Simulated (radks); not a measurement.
Values are calculated unless marked as measured or tabulated.
Task: These are the eigenvalues of the occupied orbitals of an atom or ion with whole-number occupations (hartree). Code: a radial shooting solver on a logarithmic mesh with Libxc functionals. Model: Dirac Kohn-Sham, LDA (Slater exchange, Perdew-Wang correlation), spin-unpolarised, spherical densities, finite nucleus; Fermi nuclear charge, rms radius of each element as measured or else 0.836 A^(1/3) + 0.57 fm.

| orbital | eigenvalue |
|---|---|
| 1s1/2 | -46.39983 |
| 2s1/2 | -3.24880 |
| 2p1/2 | -2.05840 |
| 2p3/2 | -2.04777 |
| 3s1/2 | -0.42339 |

Which element is it, and in what charge state? The configuration may be excited. Open shells, if any, are shared by 2j + 1.

Result: Z = 12, magnesium, charge +1: Mg+ in [Ne] 3s1. The list shows which subshells hold electrons but not how many an open one holds; the 1s level, -46.4 hartree, gives Z - s = 9.6 by -(Z - s)^2/2, which with screening and relativity narrows Z to a few neighbours, and the depths of the outer levels then fix element, charge and occupations together.
